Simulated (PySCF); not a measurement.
# What a mistake does to a calculation on BCFH4Si

Calculated results; nothing here was measured. The program is PySCF 2.14.0, an open-source quantum chemistry code, run on an isolated molecule that a program drew, which may never have been made. The molecule is BCFH4Si (charge 0, singlet), drawn as the SMILES string `FB=C[SiH3]`.

Each row is a Hartree-Fock (HF) and frozen-core CCSD(T) single point in the cc-pV(D+d)Z basis, meant for a local HF minimum. Run 1 is clean. Each other run has one planted mistake out of seven kinds, and not every kind appears here: one electron removed, one electron added, multiplicity raised by two, geometry at a saddle point, minimal basis STO-3G, one bond length entered in bohr, all coordinates scaled. The reference is restricted for singlets and unrestricted otherwise, and also for a bond in bohr. Adding or removing an electron swaps singlet and doublet. Electrons count all cores. HOMO and LUMO are orbital energies over both spins, the gradient is its largest component, and the lowest frequency (negative if imaginary) is given only where the gradient is small. Bond lengths are over the 7 bonds as drawn. T1 is the CCSD diagnostic: over 0.02 (restricted) or 0.045 (unrestricted) a single reference is doubtful.

Geometry of the clean run:
```xyz
8
BCFH4Si, angstrom
F    -0.4704    2.4940    1.9078
B    -0.1168    1.4331    1.2826
C     0.2494    0.3050    0.5778
Si   -0.1140    0.1428   -1.2272
H     0.7602   -0.4993    1.0990
H    -0.8118    1.3702   -1.6884
H    -0.9832   -1.0237   -1.5173
H     1.1219   -0.0200   -2.0313
```

```
run  electrons  basis functions  <S^2>  HOMO (eV)  LUMO (eV)  gradient (hartree/bohr)  lowest frequency (cm^-1)  mean bond (Å)  longest bond (Å)      T1  HF (hartree)  CCSD(T) (hartree)                          mistake
  1         38               85  0.000      -9.29       3.29                  2.3e-05                       110         1.4353             1.848  0.0139    -453.26488         -453.81413                         no fault
  2         38               85  2.013      -5.52       0.33                  7.8e-02                         -         1.4353             1.848  0.0168    -453.14053         -453.66134       multiplicity raised by two
  3         38               85  0.793      -8.93       1.91                  1.1e-02                         -         1.6241             2.807  0.0501    -453.15110         -453.69244  one bond length entered in bohr
  4         39               85  0.773       1.30       8.94                  7.5e-02                         -         1.4353             1.848  0.0161    -453.17888         -453.74058               one electron added
  5         38               28  0.000      -6.36       7.93                  3.9e-02                         -         1.4353             1.848  0.0149    -447.72628         -447.93976             minimal basis STO-3G
  6         37               85  0.757     -17.52      -6.70                  1.0e-01                         -         1.4353             1.848  0.0210    -452.97520         -453.48798                                ?
```

**Which mistake was planted in run 6, and what did it cost?**

It counts 37 electrons, one fewer than the clean run, at the same geometry and basis. So the mistake is: one electron removed. Subtracting run 1 and multiplying by 627.51 kcal/mol a hartree, the energy moved by 181.8 kcal/mol in HF and 204.7 kcal/mol in CCSD(T).

Cautions from the logs. Run 3: T1 is over the limit, so its CCSD(T) energy is less reliable; run 4: the HOMO is above zero, so the electron isn't bound and the energy depends on the basis.
